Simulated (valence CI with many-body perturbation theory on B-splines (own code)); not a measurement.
**Gd14+ in brief**

Level of theory: relativistic CI+MBPT: four valence electrons over a frozen Dirac-Fock core [Kr] 4d10, a basis of 7 s, 7 p, 7 d, 7 f, 4 g, 2 h functions for each j, with the one-electron correlation potential Σ1, the two-electron term Σ2, the three-electron term Σ3, Breit, model QED; selected CI, second order for the rest, scaled by the run's own slope (own B-spline code, finite nucleus).

No measured spectrum was set against this ion. As an estimate, terms of the open shell hold to a few per cent of their energy, and close levels can change places; configurations with another count of f electrons can be misplaced by thousands of cm⁻¹.

Rates and lifetimes use the calculated energies. Strong lines usually hold to 10 to 20 %, long lifetimes can be off by a factor of two.

(1) What is the ground level?

(2) How well does LS coupling describe the low levels?

(3) Where does the other parity begin?

(4) What is the ionisation energy?

(5) How is the term 5I° of the ground level split?

## Answers

(1) 4f3.5s 5I°_4, composition 96 % 4f3.5s 5I° + 4 % 4f3.5s 3H°, g = 0.606.

(2) Among the lowest 20 levels the leading LS term, summed over configurations, holds 86 % on average. For single configurations the figures are 86 % in LS and 58 % in jj coupling. Terms mix most in the J = 5 level at 26756 cm⁻¹, where the leading one holds 44 %.

(3) At 4f4 5I_4, 21609 cm⁻¹.

(4) 284.47 eV; NIST lists 288 ± 15 eV (theoretical).

(5) J = 4 at 0.0, J = 5 at 2836, J = 6 at 6419, J = 7 at 10376, J = 8 at 14522 cm⁻¹.
